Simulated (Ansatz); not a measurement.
A correction line for MP2/def2-SVP: atomisation enthalpy at 298 K

The atomisation enthalpy at 298 K in kJ/mol of 7 carbon molecules: x at MP2/def2-SVP, y from tabulated heats of molecules and atoms (Active Thermochemical Tables, CRC Handbook of Chemistry and Physics). Shapes, held fixed at every level: PBE0-D4/def2-TZVP. Flexible molecules stand in one conformer, not always the lowest. Computed values hold a harmonic thermal term (PBE0-D4/def2-TZVP) and the atoms' spin-orbit lowering. Programs: Ansatz 0.2.0.

| molecule | x (kJ/mol) | y (kJ/mol) |
| --- | --- | --- |
| C3H5Br (allyl bromide) | 3185 | 3307 |
| C3H3F3 (3,3,3-trifluoropropene) | 3613 | 3657 |
| C3H6Cl2 (2,2-dichloropropane) | 3727 | 3874 |
| C3H7Cl (2-chloropropane) | 3788 | 3943 |
| C3H7F (2-fluoropropane) | 3924 | 4049 |
| C4H8 (trans-2-butene) | 4462 | ? |
| C4H10 (butane) | 4982 | 5173 |

Question: Fit y = c + s·x to the known rows and predict y for C4H8.

Answer: 
1. Means of the 6 rows: x = 3869.83, y = 4000.5.
2. Σ(Δx)² = 1801907, Σ(Δx·Δy) = 1892570, so the slope is 1892570/1801907 = 1.0503.
3. Intercept: 4000.5 − (1.0503) × 3869.83 = -64.0. The largest residual of the fit is 74.
4. C4H8: -64.0 + 1.0503 × 4462 = 4622 kJ/mol.

The tabulated heats give 4623 kJ/mol, so the prediction is off by -1 kJ/mol, within the largest residual. The largest residual belongs to C3H3F3, which stands apart and tilts the line. Uncorrected, MP2/def2-SVP misses it by -161 kJ/mol, and the other rows by 131 on average. The line removes about 100 % of this miss. Left out in turn, the other rows are missed by 40 kJ/mol on average. The heats of C3H5Br, C3H3F3, C3H6Cl2, C3H7Cl come from older tables and can be uncertain by 10 kJ/mol or more. The tabulated value of C3H7F is in doubt (older tables, estimates, or at odds with other calculations) and kept here. Relativity is left out for Br. Outer-core shells of Br are correlated, in sets that cover them unevenly.
